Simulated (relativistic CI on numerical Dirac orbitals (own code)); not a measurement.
# Ions with 15 electrons, Cs XLI to W LX

Method of calculation: Dirac-Coulomb-Breit CI, KLI orbitals optimised for each configuration, QED by a radiative potential, unscaled Slater integrals (own radial code, finite nucleus).

Configuration list (outside the closed core [Ne]): 3s²3p³, 3s3p⁴, 3s²3p²3d, 3p⁵, 3s3p³3d, 3s²3p3d², 3s²3d³, 3s3p3d³, 3p³3d², 3p²3d³. Double excitations out of closed p, d and f shells are left out; levels of such configurations are missing from the list, as are those of other unlisted configurations, and high levels can miss mixing partners.

Energies above each ion's lowest level, in eV. Levels are followed by their leading LS label, which can pass from one level to another where the coupling changes.

| Ion | 3s²3p³ ²P°3/2 | 3s²3p³ ⁴S°3/2 | 3s²3p³ ²D°5/2 | 3s²3p³ ²P°1/2 | 3s²3p²3d ⁴F3/2 | 3s3p⁴ ⁴P5/2 | 3s3p⁴ ²S1/2 |
| --- | --- | --- | --- | --- | --- | --- | --- |
| Cs XLI | 0 | 77.86 | 86.479 | 96.872 | 159.6 | 180.01 | 213.68 |
| Ba XLII | 0 | 85.303 | 94.12 | 104.77 | 163.45 | 187.45 | 224.9 |
| La XLIII | 0 | 93.28 | 102.29 | 113.2 | 167.29 | 218.05 | 236.67 |
| Ce XLIV | 0 | 101.82 | 111.02 | 122.19 | 171.12 | 228.8 | 249.01 |
| Pr XLV | 0 | 110.94 | 120.34 | 131.76 | 174.95 | 240.39 | 261.96 |
| Nd XLVI | 0 | 120.68 | 130.26 | 141.95 | 301.15 | 252.79 | 275.56 |
| Pm XLVII | 0 | 131.07 | 140.84 | 152.79 | 315.42 | 265.99 | 289.82 |
| Sm XLVIII | 0 | 142.14 | 152.09 | 164.3 | 330.37 | 279.98 | 304.78 |
| Eu XLIX | 0 | 153.91 | 164.05 | 176.53 | 346.03 | 294.8 | 320.48 |
| Gd L | 0 | 166.43 | 176.75 | 189.49 | 362.45 | 310.44 | 336.96 |
| Tb LI | 0 | 179.74 | 190.23 | 203.24 | 379.66 | 326.95 | 354.26 |
| Dy LII | 0 | 193.86 | 204.53 | 217.81 | 397.69 | 344.33 | 372.39 |
| Ho LIII | 0 | 208.83 | 219.69 | 233.23 | 416.58 | 362.64 | 391.43 |
| Er LIV | 0 | 224.71 | 235.73 | 249.55 | 436.39 | 381.9 | 411.38 |
| Tm LV | 0 | 241.52 | 252.72 | 266.81 | 457.14 | 402.17 | 432.33 |
| Yb LVI | 0 | 259.31 | 270.69 | 285.05 | 478.89 | 423.46 | 454.28 |
| Lu LVII | 0 | 278.14 | 289.68 | 304.32 | 501.68 | 445.84 | 477.3 |
| Hf LVIII | 0 | 298.04 | 309.75 | 324.67 | 525.56 | 469.37 | 501.45 |
| Ta LIX | 0 | 319.06 | 330.94 | 346.14 | 550.58 | 494.07 | 526.76 |
| W LX | 0 | 341.26 | 353.31 | 368.79 | 576.79 | 520.01 | 553.29 |

The lowest level keeps the configuration 3s²3p³ and J = 3/2 throughout.

Between Z = 71 and 74 the energy of 3s²3p³ ⁴S°3/2 follows a local power law Z^4.9. For orientation: electrostatic splittings inside a shell grow about linearly with the screened charge, excitations that change n as its square, and fine structure as its fourth power; written in Z itself the exponents are larger, since the screened charge grows faster in proportion.
